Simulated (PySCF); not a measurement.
H5O4Si, SMILES O[Si](O)([OH2+])O, charge +1. Atoms are numbered in the order given.

```xyz
10

O      0.4280    -0.3394     1.5929
Si     0.1979    -0.0566     0.0314
O      0.0566    -1.2809    -1.0047
O      0.9002     1.3023    -0.4578
O     -1.5678     0.4011    -0.1502
H      0.2523    -1.1743     2.0420
H      0.7797    -1.7200    -1.4669
H      1.5944     1.7486     0.0421
H     -1.8626     1.3228    -0.0451
H     -2.0704    -0.0492    -0.8537
```
Charge +1, spin multiplicity 1.

Geometry: PBE0-D3(BJ)/def2-SVP. The isomer is the one that the SMILES or the coordinates give; other isomers of the formula were not compared. The values are those of a single conformer.

All values below come from SMD-ωB97X/6-31G* (PySCF).

Solvation free energies are E(SMD) − E(gas) at the gas-phase geometry, for 1 M in both phases.

Question: Rank water, ethanol, cyclohexanone by solvation free energy, most negative first.

Answer: water (-75.1 kcal/mol), ethanol (-74.0 kcal/mol), cyclohexanone (-58.3 kcal/mol)
